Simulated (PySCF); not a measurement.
Rigid-rotor lines calculated for a species of formula C8H14 (commonest isotopes; PBE0-D3(BJ)/def2-SVP geometry optimisation, gas phase (PySCF)), labelled J(Ka,Kc):

| transition | MHz |
| --- | --- |
| 2(0,2) ← 1(0,1) | 6314.0 |
| 1(0,1) ← 0(0,0) | 3178.5 |
| 2(1,1) ← 1(1,0) | 6691.1 |
| 2(1,2) ← 1(1,1) | 6023.0 |

**Question.** Find the rotational constants.

**Answer.** 1(0,1) ← 0(0,0) is B + C, 2(1,1) ← 1(1,0) is 3B + C and 2(1,2) ← 1(1,1) is B + 3C, so B − C is half the difference of the last two, 334.1 MHz. A enters only through 2(0,2) ← 1(0,1) = 2A + B + C − 2√((B − C)² + (A − C)(A − B)). A = 3524, B = 1756.3, C = 1422.2 MHz.

**Question.** What moments of inertia, asymmetry and inertial defect follow?

**Answer.** I = 505379 MHz·u·Å² over each constant: Ia = 143.39, Ib = 287.76, Ic = 355.34 u·Å²; κ = (2B − A − C)/(A − C) = -0.682 (asymmetric top); Δ = Ic − Ia − Ib = -75.81 u·Å².

**Question.** Which dipole components do these lines need?

**Answer.** μa (a-type: ΔKa even, ΔKc odd). The calculation gives |μa| = 0.19 D, |μb| = 0.00 D, |μc| = 0.01 D.

**Question.** Predict further lines from these constants: 3(2,2) ← 2(2,1); 3(2,1) ← 2(2,0); 2(1,1) ← 2(1,2); 3(1,3) ← 2(1,2); 3(0,3) ← 2(0,2); 3(1,2) ← 3(1,3); 1(1,0) ← 1(1,1).

**Answer.** 
```
     transition   MHz  type  branch
1(1,0) ← 1(1,1)   334     a       Q
2(1,1) ← 2(1,2)  1002     a       Q
3(1,2) ← 3(1,3)  2001     a       Q
3(1,3) ← 2(1,2)  9009     a       R
3(0,3) ← 2(0,2)  9368     a       R
3(2,2) ← 2(2,1)  9536     a       R
3(2,1) ← 2(2,0)  9703     a       R
```

**Question.** Which structure gave them?

**Answer.** `C1CCCC2(CC2)C1` (spiro(2.5)octane), point group Cs. Three constants can't fix a structure by themselves; this is the one that was computed:
```xyz
22
C8H14 angstrom
C     -2.146   -0.371   -0.247
C     -1.494    0.988   -0.486
C     -0.286    1.190    0.425
C      0.702    0.050    0.283
C      0.068   -1.308    0.506
C     -1.140   -1.507   -0.404
C      1.772    0.167   -0.767
C      2.126    0.265    0.691
H     -2.998   -0.514   -0.931
H     -2.564   -0.397    0.776
H     -2.227    1.798   -0.338
H     -1.165    1.051   -1.538
H      0.210    2.150    0.207
H     -0.623    1.243    1.476
H     -0.251   -1.384    1.562
H      0.813   -2.104    0.346
H     -1.620   -2.478   -0.199
H     -0.796   -1.543   -1.454
H      1.809    1.080   -1.369
H      2.065   -0.736   -1.310
H      2.662   -0.572    1.149
H      2.405    1.245    1.089
```

The values belong to one conformer (point group Cs) with, in the numbering `[CH2:1]1[CH2:2][CH2:3][C:4]2([CH2:5][CH2:6]1)[CH2:7][CH2:8]2`, C6–C1–C2–C3 -55°, C1–C2–C3–C4 54°, C2–C3–C4–C5 -54°, C3–C4–C5–C6 54°. No frequency check. Constants of a rigid frame at the computed geometry: no zero-point averaging, no centrifugal distortion.
